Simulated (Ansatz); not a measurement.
Method: frozen-core CCSD(T)/cc-pVTZ // B3LYP-D3(BJ)/def2-TZVP (Ansatz, a first-principles code). The restricted HF reference is unstable towards unrestricted orbitals.

Ansatz 0.2 input:
```yaml
crystal:
  periodic: [false, false, false]
  atoms:
    - { symbol: B, position_ang: [2.084029, 0.189731, 0.164322] }
    - { symbol: B, position_ang: [0.579742, 0.015243, 0.045971] }
    - { symbol: N, position_ang: [-0.751669, -0.142271, -0.058428] }
    - { symbol: B, position_ang: [-2.001124, -0.296098, -0.157715] }
    - { symbol: H, position_ang: [3.242834, 0.321524, 0.254735] }
    - { symbol: H, position_ang: [-3.153813, -0.43935, -0.248884] }
basis:
  gaussian: { orbitals: cc-pVTZ }
correlation:
  method: ccsd_t
```

Output:

```
Functional definition: HF
872 factors; integrals over basis functions are off by at most 1.3e-3 eV
mean field evaluation 1: about -3523.4320 eV, gradient 3.8e1 eV
mean field evaluation 2: about -3523.4339 eV, gradient 3.8e1 eV
mean field evaluation 4: about -3527.0015 eV, gradient 3.9e0 eV
mean field evaluation 8: about -3527.0599 eV, gradient 1.9e-1 eV
mean field evaluation 16: about -3527.0601 eV, gradient 8.9e-4 eV
mean field evaluation 32: about -3527.0601 eV, gradient 1.6e-6 eV
mean field evaluation 64: about -3527.0601 eV, gradient 1.2e-3 eV
mean field evaluation 96: about -3527.0601 eV, gradient 9.4e-5 eV
mean field evaluation 128: about -3526.9911 eV, gradient 4.3e0 eV
mean field evaluation 160: about -3526.8030 eV, gradient 7.1e0 eV
mean field -3527.06013844 eV, -129.6170693605 hartree, gradient 4.8e-9 eV, S^2 0.000000; 5 other end points of the search recorded, 0 dependent functions left out; unrestricted orbitals would lower it
mean field evaluation 192: about -3527.9860 eV, gradient 4.3e-2 eV
determinant -3527.06013844 eV, -129.6170693605 hartree, with singles and doubles -3540.32841516 eV, -130.1046695365 hartree
4 core orbitals not correlated
reference -3527.06013844 eV, -129.6170693605 hartree; 8, 8 occupied and 136, 136 virtual orbitals, 872 factors
second order -12.29435699 eV of doubles, -0.00000000 eV of singles
cycle   1  -13.04790821 eV  change   -9.9e-1 eV  update   3.2e-2
cycle   2  -13.09278077 eV  change   -4.5e-2 eV  update   9.5e-3
cycle   3  -13.09008712 eV  change    2.7e-3 eV  update   6.4e-3
cycle   4  -13.09227300 eV  change   -2.2e-3 eV  update   3.7e-3
cycle   5  -13.09533641 eV  change   -3.1e-3 eV  update   2.4e-3
cycle   6  -13.09598625 eV  change   -6.5e-4 eV  update   1.4e-3
cycle   7  -13.09655563 eV  change   -5.7e-4 eV  update   8.2e-4
cycle   8  -13.09684495 eV  change   -2.9e-4 eV  update   4.5e-4
cycle   9  -13.09662130 eV  change    2.2e-4 eV  update   1.9e-4
cycle  10  -13.09656624 eV  change    5.5e-5 eV  update   6.1e-5
cycle  11  -13.09659215 eV  change   -2.6e-5 eV  update   2.5e-5
cycle  12  -13.09658660 eV  change    5.5e-6 eV  update   1.0e-5
perturbative correction -0.68638001 eV, -0.0252240000 hartree
Total energy: -3540.84310505 eV, -130.1235840409 hartree
```

Cost: about 2.6 core-minutes (a rough figure).
